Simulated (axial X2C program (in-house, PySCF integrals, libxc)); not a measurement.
## Potential curves of SrO, 2c

All values were computed with an in-house relativistic program for diatomic molecules. Two-component (2c) means X2C with spin–orbit coupling and atomic mean-field two-electron Coulomb and Gaunt terms. Basis: Sr dyall-cv3z [13s12p8d5f1g], O dyall-av3z [7s6p3d2f] (cores contracted in-house); Gaussian nuclei, density fitting, unrestricted open shells. Masses: Sr 87.906 u, O 15.995 u.

State: Ω = 0 (closed shell). Energies in eV from the fragments at the same level (Sr + O). Fits are polynomials in 1 − R0/R over 0.85 to 1.23 times the lowest point R0.

| R (Å) | CCSD(T) |
| --- | --- |
| 1.7254 | -3.1191 |
| 1.7822 | -3.4859 |
| 1.8391 | -3.7219 |
| 1.8960 | -3.8507 |
| 1.9624 | -3.8947 |
| 2.0287 | -3.8508 |
| 2.1140 | -3.7034 |

Correlated methods: 8 electrons correlated (number of frozen shells: Sr 4 s, 3 p, 1 d; O 1 s), 262 virtual spin orbitals or spinors in MP2, 90 natural virtuals in coupled cluster.

The state is a single determinant with fixed occupations, the lowest that a limited PBE0 search found. Closed shells are restricted here (equal orbitals for both partners); the stretched side of such a curve lies too high. De is counted from the lowest determinant-based energies of the atoms at the same level, without counterpoise correction. Coupled cluster ran in a truncated set of natural virtual spinors; the MP2 energy of the rest was added. (T) has no such correction and the atoms are truncated less, which lowers De at CCSD(T) by a hundredth of an eV or more. The outer-core s and p shells of the metal are frozen in the correlated rows, which leaves out core–valence correlation; for alkali and alkaline-earth bonds that tends to lengthen them. The T1 diagnostic is large, a sign of multireference character. With the outer-core shells frozen, correlated bond lengths of heavy atoms tend to come out a few hundredths of an ångström too long. Coupled cluster ran on the points near the minimum only. MP2 and coupled cluster on one determinant become unreliable at the stretched end.

**Question.** What are Re, ωe and De at the CCSD(T) level?

**Answer.** At CCSD(T), 2c: Re = 1.959 Å, ωe ≈ 635 cm⁻¹, De = 3.89 eV to Sr + O; Be follows as 0.325 cm⁻¹.
